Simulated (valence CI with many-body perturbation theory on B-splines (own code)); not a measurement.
## Energy levels of Tl⁷⁵⁺

Level of theory: configuration interaction combined with many-body perturbation theory (CI+MBPT): four valence electrons over a frozen Dirac-Fock core [He], a basis of 11 s, 11 p, 9 d, 7 f, 5 g, 2 h, 1 i functions for each j, with the one-electron correlation potential Σ1, the two-electron term Σ2, the three-electron term Σ3, Breit, model QED; selected CI, second order for the rest (own B-spline code, finite nucleus).

The last digits are not significant, and no measured levels were compared; by estimate large intervals hold to a few tenths of a per cent, small ones and those within an open d or f shell to about a per cent. Among the levels kept, up to 310 cm⁻¹ of a level comes from second order outside the variational space, and about a tenth of that is noise between levels of different J, which matters for small intervals.

Levels 46 to 90 of 114, with energies above the lowest level, (2s^2 2p1/2^2) J=0. "Leading %" is the weight of the configuration and term that name the level; weights of strongly mixed levels are sums over their largest components and can fall short. In the jj column 3d3/2^4 stands for four electrons in 3d with j = 3/2. Lifetimes count E1, E2, E3, M1 and M2 decay at the calculated energies, and are blank where another channel may lead or the interval is too uncertain; long ones can be off by a factor of two.

```tsv
No.	Configuration	Term	J	E (eV)	Leading %	Lifetime	g	Leading jj
46	2s.2p2.3s	3P	1	15396	64	2.03 fs	1.532	2s 2p1/2 2p3/2 3s (99 %)
47	2s.2p2.3s	3D	3	15404	64	3.73 fs	1.406	2s 2p1/2 2p3/2 3s (100 %)
48	2s.2p2.3s	3P	2	15435	37	2.09 fs	1.195	2s 2p1/2 2p3/2 3s (100 %)
49	2s.2p2.3p	5P°	1	15470	39	3.62 fs	1.846	2s 2p1/2 2p3/2 3p1/2 (100 %)
50	2s.2p2.3p	5D°	2	15482	45	1.93 fs	1.315	2s 2p1/2 2p3/2 3p1/2 (100 %)
51	2s.2p2.3s	3P	0	15498	100	1.82 fs		2s 2p1/2 2p3/2 3s (100 %)
52	2s.2p2.3s	3D	1	15499	47	1.86 fs	0.836	2s 2p1/2 2p3/2 3s (100 %)
53	2s.2p2.3s	3P	1	15507	74	4.19 fs	1.484	2s 2p1/2 2p3/2 3s (100 %)
54	2s.2p2.3s	1D	2	15510	39	3.61 fs	1.187	2s 2p1/2 2p3/2 3s (99 %)
55	2s.2p2.3p	3D°	3	15513	32	1.35 fs	1.187	2s 2p1/2 2p3/2 3p1/2 (100 %)
56	2s.2p2.3p	3P°	2	15561	44	2.02 fs	1.442	2s 2p1/2 2p3/2 3p1/2 (100 %)
57	2s.2p2.3p	3P°	0	15596	50	1.30 fs		2s 2p1/2 2p3/2 3p1/2 (100 %)
58	2s.2p2.3p	3D°	1	15597	59	1.42 fs	0.885	2s 2p1/2 2p3/2 3p1/2 (100 %)
59	2s.2p2.3p	3F°	2	15599	44	2.15 fs	0.899	2s 2p1/2 2p3/2 3p1/2 (100 %)
60	2s.2p2.3p	1P°	1	15657	29	1.94 fs	1.118	2s 2p1/2 2p3/2 3p1/2 (99 %)
61	2p3.3s	3P°	2	15840	48	4.68 fs	1.469	2p1/2^2 2p3/2 3s (98 %)
62	2p3.3s	1P°	1	15851	32	2.19 fs	1.129	2p1/2^2 2p3/2 3s (98 %)
63	2s2.2p.3p	3D	3	15879	99	60.7 fs	1.303	2s^2 2p3/2 3p3/2 (99 %)
64	2s2.2p.3p	1P	1	15880	54	52.8 fs	1.312	2s^2 2p3/2 3p3/2 (99 %)
65	2s2.2p.3p	3P	2	15914	65	55.6 fs	1.298	2s^2 2p3/2 3p3/2 (99 %)
66	2p3.3p	3P	1	15942	32	784 as	1.458	2p1/2^2 2p3/2 3p1/2 (98 %)
67	2p3.3p	3D	2	15943	25	789 as	1.138	2p1/2^2 2p3/2 3p1/2 (98 %)
68	2s2.2p.3p	1S	0	15946	66	45.0 fs		2s^2 2p3/2 3p3/2 (99 %)
69	2s2.2p.3d	3D°	2	15980	51	411 as	1.020	2s^2 2p3/2 3d3/2 (98 %)
70	2s2.2p.3d	3F°	3	15989	53	446 as	1.050	2s^2 2p3/2 3d3/2 (98 %)
71	2s2.2p.3d	3P°	1	15994	55	352 as	1.054	2s^2 2p3/2 3d3/2 (98 %)
72	2s2.2p.3d	3P°	0	16000	99	450 as		2s^2 2p3/2 3d3/2 (99 %)
73	2s.2p2.3p	5D°	3	16113	50	15.0 fs	1.474	2s 2p1/2 2p3/2 3p3/2 (99 %)
74	2s.2p2.3p	3P°	1	16125	28	2.07 fs	1.551	2s 2p1/2 2p3/2 3p3/2 (100 %)
75	2s2.2p.3d	3F°	4	16127	84	705 fs	1.234	2s^2 2p3/2 3d5/2 (84 %)
76	2s.2p2.3p	3D°	2	16138	27	1.15 fs	1.319	2s 2p1/2 2p3/2 3p3/2 (60 %)
77	2s2.2p.3d	1D°	2	16149	25	832 as	1.296	2s^2 2p3/2 3d5/2 (57 %)
78	2s.2p2.3p	3F°	4	16159	54	134 fs	1.290	2s 2p1/2 2p3/2 3p3/2 (85 %)
79	2s.2p2.3p	3P°	0	16159	79	1.34 fs		2s 2p1/2 2p3/2 3p3/2 (100 %)
80	2s2.2p.3d	3D°	3	16161	61	288 as	1.210	2s^2 2p3/2 3d5/2 (91 %)
81	2s.2p2.3p	3P°	2	16172	50	2.16 fs	1.364	2s 2p1/2 2p3/2 3p3/2 (97 %)
82	2s2.2p.3d	1P°	1	16178	57	420 as	1.074	2s^2 2p3/2 3d5/2 (92 %)
83	2s.2p2.3p	3D°	3	16187	51	1.53 fs	1.252	2s 2p1/2 2p3/2 3p3/2 (93 %)
84	2s.2p2.3p	1P°	1	16189	41	1.15 fs	1.124	2s 2p1/2 2p3/2 3p3/2 (94 %)
85	2s.2p2.3d	5F	2	16206	44	1.33 fs	1.136	2s 2p1/2 2p3/2 3d3/2 (100 %)
86	2s.2p2.3d	5D	1	16210	47	1.62 fs	1.140	2s 2p1/2 2p3/2 3d3/2 (100 %)
87	2s.2p2.3d	5D	0	16213	82	5.40 fs		2s 2p1/2 2p3/2 3d3/2 (100 %)
88	2s.2p2.3d	5F	3	16217	47	1.42 fs	1.139	2s 2p1/2 2p3/2 3d3/2 (99 %)
89	2s.2p2.3p	3D°	2	16248	37	2.20 fs	1.340	2s 2p1/2 2p3/2 3p3/2 (99 %)
90	2s.2p2.3p	3D°	3	16250	47	2.76 fs	1.161	2s 2p1/2 2p3/2 3p3/2 (99 %)
```
